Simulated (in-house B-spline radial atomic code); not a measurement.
Response and correlation of Mo XLI (Mo40+)

Closed shell 1s2. Computed with an all-electron radial atomic-structure program (B-spline basis): Dirac-Hartree-Fock, relativistic RPA (time-dependent Dirac-Hartree-Fock) for the response and second-order many-body perturbation theory for correlation, no-pair Dirac-Coulomb Hamiltonian, finite nucleus.

Command:
```bash
python run_mb.py task.json out
```
Settings (nuclear radius in fm, box in bohr, cutoff in hartree):
```
basis_form          2
Z                   42
core_configuration  1s2
rms_radius          4.4091
mass_number         98
speed_of_light      137.036
box_radius          2.307
lmax                7
intervals           57
virtual_cutoff      44100.0
```

Time taken, with all properties: 0.2 s on 1 thread of Arm Neoverse V1, with other jobs on the host.

```tsv
multipole (bohr³, bohr⁵, bohr⁷)	uncoupled	coupled RPA
dipole	2.6761e-06	?
quadrupole	5.0182e-09	5.071e-09
octupole	2.4972e-11	2.5163e-11
```

(1) What is the coupled dipole polarisability?

(2) Which subshells carry the dipole polarisability?

(3) What does the dipole shielding factor come to?

Dipole polarisability at imaginary frequency:

| u (Eh) | α(iu) (bohr³) |
| --- | --- |
| 0 | 2.711e-06 |
| 13.1 | 2.71e-06 |
| 39.4 | 2.703e-06 |
| 78.8 | 2.68e-06 |
| 131 | 2.626e-06 |
| 263 | 2.402e-06 |
| 525 | 1.809e-06 |
| 1310 | 7.023e-07 |

(4) What dispersion coefficients follow for two such ions (the dispersion part alone)?

Lowest J = 1 odd-parity excitations:

```
energy (eV)  oscillator strength  leading channel  weight
      17951                0.178     1s1/2 → p1/2   0.987
      18106                0.595     1s1/2 → p3/2   0.987
      21250                0.034     1s1/2 → p1/2   0.989
      21295                0.116     1s1/2 → p3/2   0.989
```

Second-order correlation energy by the highest angular momentum of the excited pair (hartree): s -0.01553, p -0.02545, d -0.00358, f -0.0009497, g -0.0003485, h -0.0001507, i -7.486e-05, k -4.173e-05.

(5) What is the second-order correlation energy at the partial-wave limit?

Results:

(1) 2.711e-06 atomic units, +1 % against the uncoupled value.

(2) 1s1/2 100.0 %.

(3) The dipole shielding factor is 0.048, against the exact N/Z = 2/42 = 0.048 of the non-relativistic theorem.

(4) C6 = (3/π)∫α(iu)²du = 4.179e-09 hartree·bohr⁶ and C8 = 4.475e-11 hartree·bohr⁸.

(5) The listed waves sum to -0.046118 hartree; extrapolating the increments as (l + 1/2)⁻⁴ gives -0.046204 hartree, -0.629 eV per electron.
